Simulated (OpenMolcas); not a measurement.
# Tc3+: effect of the basis set

```
Program             : OpenMolcas 26.06
Method              : SS-RASPT2, IPEA 0.25 Eh, imaginary shift 0.1 Eh (closed shells correlated: 4s)
Active space        : 10 electrons in 8 orbitals (RAS1 4p, at most 2 holes; RAS2 4d)
State averaging     : 2S+1 = 5 even, 5 roots; 2S+1 = 3 even, 45 roots; 2S+1 = 1 even, 49 roots
Spin-orbit coupling : state interaction with AMFI integrals over the reference wave functions, term energies averaged over their components
```

A. ANO-R2 [7s5p4d2f1g], X2C, finite nucleus; CASPT2 step of the order of 90 core-seconds
B. ANO-RCC-VTZP [7s6p4d2f1g], DKH2, point nucleus; CASPT2 step about 50 core-seconds
C. ANO-RCC-VQZP [8s7p5d3f2g1h], DKH2, point nucleus; CASPT2 step about 80 core-seconds

Energies in cm-1 above 4d4 5D0.

```csv
Level,A,B,C
4d4 5D0,0.0,0.0,0.0
4d4 5D1,357,358,354
4d4 5D2,975,978,966
4d4 5D3,1766,1770,1748
4d4 5D4,2680,2680,2640
4d4 3P0(1),15090,15070,14840
4d4 3H4,16050,16060,15660
4d4 3H5,16900,16910,16490
4d4 3P1(1),16950,16930,16690
4d4 3H6,17620,17630,17200
4d4 3F3(1) [64 %],18160,18120,17800
4d4 3F2(1),18380,18330,18030
4d4 3F4(1) [69 %],18730,18700,18370
4d4 3P2(1),19580,19560,19290
4d4 3G3 [64 %],20590,20560,20210
4d4 3G4 [72 %],21040,21020,20650
4d4 3G5,21520,21510,21130
4d4 3D3,24790,24750,24480
4d4 1I6,24950,24910,24360
4d4 3D2,24990,24950,24680
4d4 3D1,25420,25380,25110
4d4 1G4(1),26750,26700,26260
4d4 1S0,29530,29470,29120
4d4 1D2(1),30690,30670,30280
```

Among A to C the level of the table that moves most is 4d4 1I6, by 590 cm-1 (lowest in C, highest in A). Moves below CASPT2's spread within the term are not significant.

Term energies are means over components that CASPT2 splits; among the terms shown or strongly mixed into the levels shown the widest spread is 300 cm-1 (4d4 1I, B). Active for correlation alone: 4p; no level in the range computed is led by a configuration that opens it, so any true level of that kind is missing. Levels of configurations outside the active space are missing. The table leaves out levels that lie high or whose names do not pair safely across all columns.

A share in square brackets marks a mixed level and gives the weight of the term that names it, the lowest over the columns. A number in round brackets counts repeated terms of one configuration in the order of the reference energies.
